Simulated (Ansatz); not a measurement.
C2H2B, SMILES `[BH-]C#C` (excited singlet) (charge -1, multiplicity 1). This singlet is an excited state, 0.08 eV above the relaxed triplet at the level B3LYP/aug-cc-pVTZ // PBE0-D3(BJ)/def2-TZVPD (Ansatz, a program for electronic structure).

Cartesian coordinates (Å):
SMILES: [BH-]C#C
```xyz
5

B     -1.2109    -0.2320     0.0621
C      0.0985     0.0710    -0.3624
C      1.3097     0.3107    -0.7502
H     -2.2215     0.3678     0.2673
H      2.0241    -0.5176    -0.8435
```
Charge -1, spin multiplicity 1.

The restricted HF start is unstable towards unrestricted orbitals.

Problem. Give the natural occupations of the active orbitals, the CASSCF energy and the corrected energy for Ansatz with frozen-core fic-MRCISD+Q@CASSCF(2e,2o)/aug-cc-pVTZ // PBE0-D3(BJ)/def2-TZVPD.

Solution. 
```
Quantity                       Result
-----------------------  ------------
natural occupations        1.93, 0.07
CASSCF energy            -101.4799 Ha
corrected energy         -101.9076 Ha
weight of the reference         0.873
```
